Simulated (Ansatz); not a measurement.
(LiSH)2 ring (Li₂H₂S₂), relaxed as a singlet with RKS PBE-D4/def2-TZVP in Ansatz, starting from the GFN2-xTB geometry. Force threshold 0.02 eV/Å.

Start:

Cartesian coordinates in Å:
```
Li 0.5609 0.4969 -1.2003
S 1.7252 -0.1268 0.7178
Li -0.4980 -0.6785 1.1360
S -1.4670 -0.6270 -0.9806
H 2.2409 0.8442 1.4419
H -2.5621 0.0912 -1.1148
```

Estimate the energy that the relaxation releases and the steps that it takes.

0.15 eV, in 8 steps; 4.7 s on 4 threads of Arm Neoverse V2 on a shared host. No frequencies were taken in this run, so the end may be a saddle point.

Does the start keep its bonding and symmetry?

By distances, no bond broke or formed. The bond that changes most is S2–H5, from 1.32 to 1.35 Å (atoms count from 1). Point group C2v at the start, C2v at the end, both within 0.05 Å.

Predict the relaxed structure.


```xyz
6

Li    0.6030    0.2099   -1.1949
S     1.8234   -0.1638    0.7440
Li   -0.3749   -0.8765    0.9626
S    -1.5313   -0.6897   -1.0414
H     1.6779    1.0640    1.2963
H    -2.1982    0.4563   -0.7666
```
Bond lengths (bridged metal pairs left out): 4 × Li–S 2.32 Å; 2 × H–S 1.35 Å.
